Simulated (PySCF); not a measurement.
**Core-level binding energies of cyclo-(F2GeSe)2**

Compound: cyclo-(F2GeSe)2.
Z-matrix (Å and degrees, PBE0-D3(BJ)/def2-SVP geometry), rows numbered from 1:
```
Ge
F   1  1.7214
F   1  1.7218  2  102.37
Se  1  2.3395  2  112.94  3   122.61
Ge  4  2.3403  1   77.91  2   122.24
F   5  1.7217  4  113.45  1   121.69
F   5  1.7215  4  112.92  1  -122.36
Se  5  2.3393  4  102.10  1    -0.06
```

Computed with delta-SCF UKS SCAN, pcX-2 on the ionised atom, pcseg-1 elsewhere, spin-free X2C in PySCF. Vertical ΔSCF values, vacuum level as zero.

**Question.** List the computed XPS lines with their assignment.

**Answer.** 
```json
{"atom(s)": "F2/F3/F6/F7", "bonded to": "Ge", "level": "F 1s", "binding energy (eV)": "692.21", "count": "4"}
```

**Question.** Which photon wavelength matches the F 1s of F2 (atom 2)/F3/F6/F7 threshold?

**Answer.** λ = hc/E = 12398.42 eV Å / 692.21 eV = 17.911 Å.

**Question.** Give the binding energy of F 1s of F2/F3/F6/F7 in hartree and in kJ/mol.

**Answer.** 692.21 eV = 25.4382 Eh = 66788 kJ/mol.

Atoms equivalent by their bonding share one computed value, that of the first of them. No level of germanium or selenium is listed. The structure is a single PBE0-D3(BJ)/def2-SVP conformer in the gas phase; no vibrational or solvent corrections.
